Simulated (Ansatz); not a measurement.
Computed with Ansatz on PBE0-D4/def2-TZVP structures; ΔE is electronic, products minus reactants. CCSD(T)/CBS is the MP2 limit (def2-TZVPP, def2-QZVPP) plus CCSD(T) − MP2 in def2-TZVPP, frozen cores. Elements past krypton have def2 core potentials. For In outer-core shells are correlated without core-valence functions, which leaves a few kJ/mol of doubt a bond. Each species was taken in one conformer, which may not be the lowest.

Consider the substitution at a C–C bond: `CC[O][In]([CH3])[Cl]` + `B1CN[SiH2]1` → `CN1CB[SiH2]1` + `C[O][In]([CH3])[Cl]`.

| species | CCSD(T)/CBS(def2) energy (Eh) |
| --- | --- |
| `CC[O][In]([CH3])[Cl]` | -843.80850 |
| `B1CN[SiH2]1` | -410.19149 |
| `CN1CB[SiH2]1` | -449.44375 |
| `C[O][In]([CH3])[Cl]` | -804.54127 |

Q: Work out ΔE.

A: ΔE = (-449.44375) + (-804.54127) − (-843.80850) − (-410.19149) = 0.01497 Eh = +39.3 kJ/mol.

Largest T1 diagnostic among the species: 0.014.

In def2-TZVPP, CCSD(T) changes the Hartree–Fock value by +3.1 kJ/mol (the triples alone add −0.1 kJ/mol) and MP2 by +3.7 kJ/mol.
